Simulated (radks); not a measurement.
W LXIII, 12 electrons, occupied as [Ne] 3s2. All-electron calculation, scalar-relativistic Kohn-Sham, PBEsol, spin-polarised, spherical densities, finite nucleus; Fermi nuclear charge, rms radius 5.3658 fm. Program: a radial shooting solver on a logarithmic mesh with Libxc functionals.

Normalised radial functions P(r) = r R(r), r in bohr:

r,3s,3p
0.0008425,0.3042,0.0079
0.001046,0.3587,0.0114
0.001298,0.4211,0.0163
0.001598,0.4890,0.0231
0.001983,0.5672,0.0331
0.002461,0.6522,0.0473
0.003055,0.7417,0.0677
0.003791,0.8316,0.0966
0.004705,0.9151,0.1372
0.005839,0.9823,0.1939
0.00719,1.0187,0.2683
0.008923,1.0096,0.3722
0.01107,0.9315,0.5088
0.01374,0.7615,0.6824
0.01706,0.4807,0.8926
0.02117,0.0831,1.1294
0.02628,-0.4115,1.3672
0.03235,-0.9234,1.5523
0.04015,-1.3848,1.6277
0.04983,-1.6201,1.4928
0.06185,-1.4630,1.0606
0.07676,-0.8117,0.2970
0.09526,0.2727,-0.7176
0.1182,1.5044,-1.7530
0.1456,2.4106,-2.4567
0.1807,2.6829,-2.6080
0.2242,2.2155,-2.1368
0.2783,1.3583,-1.3324
0.3454,0.5975,-0.6081
0.4286,0.1777,-0.1911
0.532,0.0329,-0.0382

3s: eigenvalue -6964.1 eV, 2 radial nodes at r = 0.0220, 0.0907 bohr, <r> = 0.183 bohr, 90 % of the charge inside 0.266 bohr. 3p (empty): eigenvalue -6533.9 eV, 1 radial node at r = 0.0821 bohr, <r> = 0.180 bohr, 90 % of the charge inside 0.266 bohr.
